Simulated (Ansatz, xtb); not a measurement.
C4H8BCl: which of two isomers lies lower

We compare I, `ClBC1CCC1`, a singlet, with II, `C=C[C@H](C)BCl`, a singlet. Both are isolated molecules in the gas phase, relaxed with PBE-D3(BJ)/def2-SVP; each stands in its lowest conformer found.

Quicker runs give these differences E(II) − E(I): GFN2-xTB +12.2 kcal/mol; HF/STO-3G +23.4 kcal/mol (at GFN2-xTB geometries); r2SCAN-D4/def2-SVP −2.4 kcal/mol (at GFN2-xTB geometries).

Problem. Estimate which is lower in electronic energy at CCSD(T)/def2-SVP + ΔMP2/def2-TZVPP, and by roughly how much.

Solution. The CCSD(T)/def2-SVP + ΔMP2/def2-TZVPP calculation puts structure II lower, by 3.9 kcal/mol.

How the difference moves with the method:

```tsv
level	geometry	E(II) − E(I) (kcal/mol)	departure from the last row (kcal/mol)	job, with rough time for the two
GFN2-xTB	GFN2-xTB	+12.2	+16.0	optimisation, 0.8 s
HF/STO-3G	GFN2-xTB	+23.4	+27.3	single point, 2.1 s
r2SCAN-D4/def2-SVP	GFN2-xTB	−2.4	+1.5	single point, 7.5 s
PBE-D3(BJ)/def2-SVP	PBE-D3(BJ)/def2-SVP	−1.4	+2.5	optimisation, 1.8 min
HF/def2-SVP	PBE-D3(BJ)/def2-SVP	−3.1	+0.8	part of the CCSD(T) run
MP2/def2-SVP	PBE-D3(BJ)/def2-SVP	−2.4	+1.5	part of the CCSD(T) run
CCSD(T)/def2-SVP	PBE-D3(BJ)/def2-SVP	−3.5	+0.4	single point
CCSD(T)/def2-SVP + ΔMP2/def2-TZVPP	PBE-D3(BJ)/def2-SVP	−3.9		single point, 1.8 min
```

As drawn, II has 1 C=C in place of 2 C–C. Structure I has a 4-membered ring, II no ring.

GFN2-xTB, HF/STO-3G put the two in the other order. The largest departure from CCSD(T)/def2-SVP + ΔMP2/def2-TZVPP is that of HF/STO-3G, 27.3 kcal/mol. The last row adds to CCSD(T) the change of the MP2 difference between the two basis sets, here −0.4 kcal/mol.

With thermal terms from frequencies at re-optimised GFN2-xTB minima (ideal gas, soft modes damped towards free rotors, one conformer each, 298.15 K, 1 atm): on the last row, ΔE + ΔZPE = −5.7, ΔH = −5.0, ΔG = −6.3 kcal/mol.

The correlated steps freeze 10 core orbitals. Mirror images aren't counted in ΔG. Run with Ansatz 0.2.0, xtb 6.7.1; the last row on 2 threads of Intel(R) Xeon(R) Processor @ 2.70GHz on a shared host.
